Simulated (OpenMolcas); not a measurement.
Cr4+: moving or changing the point charges

Cr4+ among 6 point charges of -1 e arranged as an octahedron (Oh), 1.99 Å from the ion.
```
   1.9900    0.0000    0.0000  -1.00
   0.0000    1.9900    0.0000  -1.00
  -1.9900    0.0000    0.0000  -1.00
   0.0000   -1.9900    0.0000  -1.00
   0.0000    0.0000    1.9900  -1.00
   0.0000    0.0000   -1.9900  -1.00
```

- Program: OpenMolcas
- Method: CASSCF
- Basis: ANO-RCC-VDZP [5s4p2d1f]
- Scalar Hamiltonian: DKH2, point nucleus
- Active space: 2 electrons in 5 orbitals (3d)
- State averaging: 2S+1 = 3 even, 10 roots; 2S+1 = 1 even, 15 roots
- Spin-orbit coupling: RASSI with atomic mean-field integrals over the reference wave functions

Runs around this geometry, states (labels of O, the rotations of Oh). Energies in cm-1 above the lowest state or level, χT in cm3 K/mol; under a threefold ground state the first gap can be a small split of the lowest multiplet, not the spin-orbit step; 10Dq and B are least-squares fits to the states below 45000 cm-1, weighted by degeneracy, with a free offset, and given where the rms deviation is under 5 % of |10Dq| (or 100 cm-1) and under 700 cm-1.

| R (Å) | q (e) | Ground state | First state of that spin | 10Dq | B (rms of fit) | First gap with spin-orbit (degeneracies) | χT at 300 K | First state of another spin |
| --- | --- | --- | --- | --- | --- | --- | --- | --- |
| 1.99 | -0.8 | 3T1 | 3T2 1072 | 1335 | 1272 (36) | 119.5 (2, 3) | 0.571 | 1T2 16410 |
| 1.86 | -1 | 3T1 | 3T2 1872 | 2324 | 1272 (38) | 90.1 (2, 3) | 0.582 | 1T2 16657 |
| 1.99 | -1 | 3T1 | 3T2 1342 | 1670 | 1272 (36) | 108.6 (2, 3) | 0.574 | 1T2 16501 |
| 2.16 | -1 | 3T1 | 3T2 893.5 | 1116 | 1272 (36) | 126.6 (2, 3) | 0.571 | 1T2 16349 |

Taking |10Dq| as R^-n, n = -ln(1116 / 2324) / ln(2.16 / 1.86) = 4.9 between the shortest and longest distance. The point-charge formula for a cubic d site gives n = 5.

Scaling the charges by -0.8 / -1 = 0.80 scales |10Dq| by 1335 / 1670 = 0.80; with fixed orbitals a first-order splitting would follow the charge.

An orbital triplet at a regular site is open to Jahn-Teller coupling, which can distort the site and quench the lowest spin-orbit gaps and is left out. Without dynamic correlation the repulsion within the d shell is too large (B by tens of per cent), so at a given field states of lower spin stand too high. The ground term spreads over less than 5000 cm-1, several times less than with real ligands, so orbital moments are less quenched and χT lies further from the spin-only value than at real sites. This field is weak: 10Dq is about 1335 cm-1, while octahedral complexes of 3d ions of charge 3 and more, computed by the same method with explicit ligands, had a median near 15000 cm-1. Ground spin and moment need not be those of a real site (figures for R = 1.99, q = -0.8; the like holds for R = 1.86, q = -1, R = 1.99, q = -1, R = 2.16, q = -1). This is an electrostatic model: the charges have no orbitals. No measured value stands beside these numbers.
